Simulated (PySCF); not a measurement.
silene (CH4Si), SMILES C=[SiH2]. Atoms are numbered in the order given.

```xyz
6

C      0.0000     0.0000    -1.1520
Si     0.0000     0.0000     0.5489
H      0.0000    -0.9153    -1.7295
H      0.0000     0.9153    -1.7295
H      0.0000     1.2405     1.3431
H      0.0000    -1.2405     1.3431
```

Geometry: B3LYP-D3(BJ)/def2-TZVP.

Two levels are set side by side: PBE/pcSseg-2 (PySCF) and PBE0/pcSseg-2 (PySCF). GIAO shifts against TMS (²⁹Si), TMS (¹H), TMS (¹³C) at the same level; non-relativistic, no solvent, atoms listed together averaged. Differences are taken from unrounded values.

| quantity | PBE |
|---|---|
| δ(¹³C) of C1 (ppm) | 122.1 |
| δ(²⁹Si) of Si2 (ppm) | 67.9 |
| δ(¹H) of H3, H4 (ppm) | 6.06 |
| δ(¹H) of H5, H6 (ppm) | 5.37 |

Task: These are the PBE values. What does PBE0 give? (An estimate is asked for; the answer gives what the named calculation found.)

Result: 
| quantity | PBE0 | PBE minus PBE0 |
|---|---|---|
| δ(¹³C) of C1 (ppm) | 122.2 | 0.0 |
| δ(²⁹Si) of Si2 (ppm) | 75.7 | -7.8 |
| δ(¹H) of H3, H4 (ppm) | 5.98 | 0.09 |
| δ(¹H) of H5, H6 (ppm) | 5.27 | 0.10 |

Rough cost on one machine, each run with all the roots and properties that it gave: PBE0 against PBE within a factor of 2.
